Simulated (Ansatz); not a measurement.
Ansatz (an electronic-structure program) input (B3LYP-D3(BJ)/def2-TZVP):

Ansatz 0.2 input:
```yaml
crystal:
  periodic: [false, false, false]
  atoms:
    - {symbol: C, position_ang: [-0.16011550, -1.76559779, 0.07275082]}
    - {symbol: C, position_ang: [0.88619024, -1.26299646, -0.93508592]}
    - {symbol: C, position_ang: [1.78150620, -0.13346826, -0.41227969]}
    - {symbol: C, position_ang: [1.12465471, 1.23260967, -0.24991192]}
    - {symbol: S, position_ang: [-0.29438915, 1.32420972, 0.89002377]}
    - {symbol: C, position_ang: [-1.52905499, 0.43668750, -0.11223599]}
    - {symbol: C, position_ang: [-1.53349308, -1.08750242, 0.02261434]}
    - {symbol: H, position_ang: [0.25139118, -1.65742150, 1.07864905]}
    - {symbol: H, position_ang: [-0.31865902, -2.83656754, -0.07642227]}
    - {symbol: H, position_ang: [0.40195250, -0.95641148, -1.86873542]}
    - {symbol: H, position_ang: [1.53986442, -2.09735269, -1.20036669]}
    - {symbol: H, position_ang: [2.62601326, -0.00680523, -1.09904974]}
    - {symbol: H, position_ang: [2.20530425, -0.44024769, 0.54810666]}
    - {symbol: H, position_ang: [1.84817180, 1.94675039, 0.14676705]}
    - {symbol: H, position_ang: [0.79073323, 1.61714382, -1.21723018]}
    - {symbol: H, position_ang: [-2.49991489, 0.83976301, 0.17789103]}
    - {symbol: H, position_ang: [-1.36211773, 0.73744882, -1.14809210]}
    - {symbol: H, position_ang: [-2.10664276, -1.48639688, -0.82176456]}
    - {symbol: H, position_ang: [-2.08399501, -1.36565211, 0.92475678]}
basis:
  gaussian:
    orbitals: def2-TZVP
hamiltonian:
  xc: b3lyp
  dispersion: d3bj
phonons: {temperatures: {t_min: 298.15, t_max: 298.15, t_step: 100}}
```

Output:

```
Functional definition: B3LYP
integrals: 0.33 GiB planned
1879 factors; their error is unknown
0.41 GiB of the device are held for the grids
1.88 GiB of device memory are held for the factors and their scratch space
mean field: 2.22 GiB planned
mean field evaluation 1: about -17239.1872 eV, gradient 8.6e1 eV
mean field evaluation 2: about -17215.9445 eV, gradient 1.3e2 eV
mean field evaluation 4: about -17256.8132 eV, gradient 3.9e0 eV
mean field evaluation 8: about -17256.8486 eV, gradient 6.3e-2 eV
mean field evaluation 16: about -17256.8145 eV, gradient 8.5e-4 eV
mean field -17256.81454667 eV, -634.1762375010 hartree, gradient 1.6e-5 eV, S^2 0.000000; 0 other end points of the search recorded, 0 dependent functions left out
the calculation of the forces begins
reference -17256.81486905 eV, -634.1762493484 hartree; 32, 32 occupied and 263, 263 virtual orbitals, 1879 factors
these checks for a lower state are left out or cut short: stability, starts, cluster_reference, orbital_swaps, neighbouring_geometries, increment
integrals: 0.33 GiB planned
1879 factors; their error is unknown
0.41 GiB of the device are held for the grids
1.88 GiB of device memory are held for the factors and their scratch space
mean field: 2.22 GiB planned
mean field -17256.81439168 eV, -634.1762318053 hartree, gradient 7.1e-6 eV, S^2 0.000000; 0 other end points of the search recorded, 0 dependent functions left out
the calculation of the forces begins
reference -17256.81471406 eV, -634.1762436526 hartree; 32, 32 occupied and 263, 263 virtual orbitals, 1879 factors
these checks for a lower state are left out or cut short: stability, starts, cluster_reference, orbital_swaps, neighbouring_geometries, increment
integrals: 0.33 GiB planned
1879 factors; their error is unknown
0.41 GiB of the device are held for the grids
1.88 GiB of device memory are held for the factors and their scratch space
mean field: 2.22 GiB planned
mean field evaluation 32: about -17256.8144 eV, gradient 1.1e-2 eV
mean field -17256.81442011 eV, -634.1762328501 hartree, gradient 7.2e-6 eV, S^2 0.000000; 0 other end points of the search recorded, 0 dependent functions left out
the calculation of the forces begins
reference -17256.81474250 eV, -634.1762446978 hartree; 32, 32 occupied and 263, 263 virtual orbitals, 1879 factors
these checks for a lower state are left out or cut short: stability, starts, cluster_reference, orbital_swaps, neighbouring_geometries, increment
integrals: 0.33 GiB planned
1879 factors; their error is unknown
0.41 GiB of the device are held for the grids
1.88 GiB of device memory are held for the factors and their scratch space
mean field: 2.22 GiB planned
mean field -17256.81427884 eV, -634.1762276585 hartree, gradient 7.2e-6 eV, S^2 0.000000; 0 other end points of the search recorded, 0 dependent functions left out
the calculation of the forces begins
reference -17256.81460129 eV, -634.1762395082 hartree; 32, 32 occupied and 263, 263 virtual orbitals, 1879 factors
these checks for a lower state are left out or cut short: stability, starts, cluster_reference, orbital_swaps, neighbouring_geometries, increment
integrals: 0.33 GiB planned
1879 factors; their error is unknown
0.41 GiB of the device are held for the grids
1.88 GiB of device memory are held for the factors and their scratch space
mean field: 2.22 GiB planned
mean field -17256.81448039 eV, -634.1762350654 hartree, gradient 7.1e-6 eV, S^2 0.000000; 0 other end points of the search recorded, 0 dependent functions left out
[...]
integrals: 0.33 GiB planned
1879 factors; their error is unknown
0.41 GiB of the device are held for the grids
1.88 GiB of device memory are held for the factors and their scratch space
mean field: 2.22 GiB planned
mean field -17256.81449408 eV, -634.1762355685 hartree, gradient 7.1e-6 eV, S^2 0.000000; 0 other end points of the search recorded, 0 dependent functions left out
the calculation of the forces begins
reference -17256.81481644 eV, -634.1762474151 hartree; 32, 32 occupied and 263, 263 virtual orbitals, 1879 factors
these checks for a lower state are left out or cut short: stability, starts, cluster_reference, orbital_swaps, neighbouring_geometries, increment
integrals: 0.33 GiB planned
1879 factors; their error is unknown
0.41 GiB of the device are held for the grids
1.88 GiB of device memory are held for the factors and their scratch space
mean field: 2.22 GiB planned
mean field -17256.81454368 eV, -634.1762373912 hartree, gradient 7.1e-6 eV, S^2 0.000000; 0 other end points of the search recorded, 0 dependent functions left out
the calculation of the forces begins
reference -17256.81486609 eV, -634.1762492396 hartree; 32, 32 occupied and 263, 263 virtual orbitals, 1879 factors
these checks for a lower state are left out or cut short: stability, starts, cluster_reference, orbital_swaps, neighbouring_geometries, increment
integrals: 0.33 GiB planned
1879 factors; their error is unknown
0.41 GiB of the device are held for the grids
1.88 GiB of device memory are held for the factors and their scratch space
mean field: 2.22 GiB planned
mean field evaluation 768: about -17256.8145 eV, gradient 9.5e-7 eV
mean field -17256.81446772 eV, -634.1762345997 hartree, gradient 7.1e-6 eV, S^2 0.000000; 0 other end points of the search recorded, 0 dependent functions left out
the calculation of the forces begins
reference -17256.81479008 eV, -634.1762464462 hartree; 32, 32 occupied and 263, 263 virtual orbitals, 1879 factors
these checks for a lower state are left out or cut short: stability, starts, cluster_reference, orbital_swaps, neighbouring_geometries, increment
integrals: 0.33 GiB planned
1879 factors; their error is unknown
0.41 GiB of the device are held for the grids
1.88 GiB of device memory are held for the factors and their scratch space
mean field: 2.22 GiB planned
mean field -17256.81449570 eV, -634.1762356280 hartree, gradient 7.1e-6 eV, S^2 0.000000; 0 other end points of the search recorded, 0 dependent functions left out
the calculation of the forces begins
reference -17256.81481811 eV, -634.1762474764 hartree; 32, 32 occupied and 263, 263 virtual orbitals, 1879 factors
these checks for a lower state are left out or cut short: stability, starts, cluster_reference, orbital_swaps, neighbouring_geometries, increment
integrals: 0.33 GiB planned
1879 factors; their error is unknown
0.41 GiB of the device are held for the grids
1.88 GiB of device memory are held for the factors and their scratch space
mean field: 2.23 GiB planned
mean field -17256.81446971 eV, -634.1762346727 hartree, gradient 7.1e-6 eV, S^2 0.000000; 0 other end points of the search recorded, 0 dependent functions left out
the calculation of the forces begins
reference -17256.81479206 eV, -634.1762465191 hartree; 32, 32 occupied and 263, 263 virtual orbitals, 1879 factors
these checks for a lower state are left out or cut short: stability, starts, cluster_reference, orbital_swaps, neighbouring_geometries, increment
integrals: 0.33 GiB planned
1879 factors; their error is unknown
0.41 GiB of the device are held for the grids
1.88 GiB of device memory are held for the factors and their scratch space
mean field: 2.22 GiB planned
mean field -17256.81454965 eV, -634.1762376105 hartree, gradient 7.1e-6 eV, S^2 0.000000; 0 other end points of the search recorded, 0 dependent functions left out
the calculation of the forces begins
reference -17256.81487206 eV, -634.1762494590 hartree; 32, 32 occupied and 263, 263 virtual orbitals, 1879 factors
these checks for a lower state are left out or cut short: stability, starts, cluster_reference, orbital_swaps, neighbouring_geometries, increment
integrals: 0.33 GiB planned
1879 factors; their error is unknown
0.41 GiB of the device are held for the grids
1.88 GiB of device memory are held for the factors and their scratch space
mean field: 2.22 GiB planned
mean field -17256.81449773 eV, -634.1762357024 hartree, gradient 7.1e-6 eV, S^2 0.000000; 0 other end points of the search recorded, 0 dependent functions left out
the calculation of the forces begins
reference -17256.81482009 eV, -634.1762475493 hartree; 32, 32 occupied and 263, 263 virtual orbitals, 1879 factors
these checks for a lower state are left out or cut short: stability, starts, cluster_reference, orbital_swaps, neighbouring_geometries, increment
integrals: 0.33 GiB planned
1879 factors; their error is unknown
0.41 GiB of the device are held for the grids
1.88 GiB of device memory are held for the factors and their scratch space
mean field: 2.22 GiB planned
mean field evaluation 800: about -17256.8137 eV, gradient 7.4e-1 eV
mean field -17256.81455184 eV, -634.1762376909 hartree, gradient 7.1e-6 eV, S^2 0.000000; 0 other end points of the search recorded, 0 dependent functions left out
the calculation of the forces begins
reference -17256.81487424 eV, -634.1762495391 hartree; 32, 32 occupied and 263, 263 virtual orbitals, 1879 factors
these checks for a lower state are left out or cut short: stability, starts, cluster_reference, orbital_swaps, neighbouring_geometries, increment
integrals: 0.33 GiB planned
1879 factors; their error is unknown
0.41 GiB of the device are held for the grids
1.88 GiB of device memory are held for the factors and their scratch space
mean field: 2.22 GiB planned
mean field -17256.81449041 eV, -634.1762354335 hartree, gradient 7.1e-6 eV, S^2 0.000000; 0 other end points of the search recorded, 0 dependent functions left out
the calculation of the forces begins
reference -17256.81481285 eV, -634.1762472829 hartree; 32, 32 occupied and 263, 263 virtual orbitals, 1879 factors
these checks for a lower state are left out or cut short: stability, starts, cluster_reference, orbital_swaps, neighbouring_geometries, increment
integrals: 0.33 GiB planned
1879 factors; their error is unknown
0.41 GiB of the device are held for the grids
1.88 GiB of device memory are held for the factors and their scratch space
mean field: 2.22 GiB planned
mean field -17256.81445569 eV, -634.1762341576 hartree, gradient 7.1e-6 eV, S^2 0.000000; 0 other end points of the search recorded, 0 dependent functions left out
the calculation of the forces begins
reference -17256.81477802 eV, -634.1762460031 hartree; 32, 32 occupied and 263, 263 virtual orbitals, 1879 factors
Total energy: -17257.72780919 eV, -634.2097992797 hartree
Atom 0 at    -0.160115    -1.765598     0.072751 Å, force    -0.000559    -0.000686    -0.000251 eV/Å
Atom 1 at     0.886190    -1.262996    -0.935086 Å, force    -0.000293    -0.000063     0.001283 eV/Å
Atom 2 at     1.781506    -0.133468    -0.412280 Å, force     0.000369     0.000420    -0.000196 eV/Å
Atom 3 at     1.124655     1.232610    -0.249912 Å, force     0.000786     0.000412     0.000586 eV/Å
Atom 4 at    -0.294389     1.324210     0.890024 Å, force    -0.000045    -0.000500    -0.001055 eV/Å
Atom 5 at    -1.529055     0.436688    -0.112236 Å, force    -0.001261    -0.000499     0.001260 eV/Å
Atom 6 at    -1.533493    -1.087502     0.022614 Å, force     0.001303     0.001166    -0.000777 eV/Å
Atom 7 at     0.251391    -1.657422     1.078649 Å, force     0.000275    -0.000004    -0.000035 eV/Å
Atom 8 at    -0.318659    -2.836568    -0.076422 Å, force     0.000407    -0.000591     0.000471 eV/Å
Atom 9 at     0.401952    -0.956411    -1.868735 Å, force    -0.000085    -0.000231    -0.000802 eV/Å
Atom 10 at     1.539864    -2.097353    -1.200367 Å, force    -0.000484    -0.000026    -0.000233 eV/Å
Atom 11 at     2.626013    -0.006805    -1.099050 Å, force     0.000423     0.000516     0.000130 eV/Å
Atom 12 at     2.205304    -0.440248     0.548107 Å, force     0.000449    -0.000223    -0.000064 eV/Å
Atom 13 at     1.848172     1.946750     0.146767 Å, force     0.000201     0.000185     0.000087 eV/Å
Atom 14 at     0.790733     1.617144    -1.217230 Å, force     0.000029     0.000069    -0.000188 eV/Å
Atom 15 at    -2.499915     0.839763     0.177891 Å, force    -0.000322    -0.000129    -0.000190 eV/Å
Atom 16 at    -1.362118     0.737449    -1.148092 Å, force    -0.000120    -0.000651     0.000416 eV/Å
Atom 17 at    -2.106643    -1.486397    -0.821765 Å, force    -0.000793     0.000228    -0.000283 eV/Å
Atom 18 at    -2.083995    -1.365652     0.924757 Å, force    -0.000279     0.000604    -0.000158 eV/Å
Dipole moment:     0.050838    -0.193990    -0.294704 e Å
Vibrations: 139.46 180.08 249.67 273.86 315.55 357.55 470.33 501.75 649.52 678.75 738.53 767.78 836.14 880.78 889.49 966.27 981.74 1005.42 1062.46 1079.69 1116.20 1162.83 1198.60 1217.32 1247.51 1289.00 1301.70 1319.24 1341.23 1378.61 1381.56 1392.79 1402.08 1460.15 1467.19 1479.47 1486.48 1498.38 1499.25 3005.10 3007.45 3013.02 3026.03 3030.10 3043.46 3048.04 3053.10 3058.27 3069.39 3084.29 3092.49 cm⁻¹, zero-point energy 4.661506 eV
```
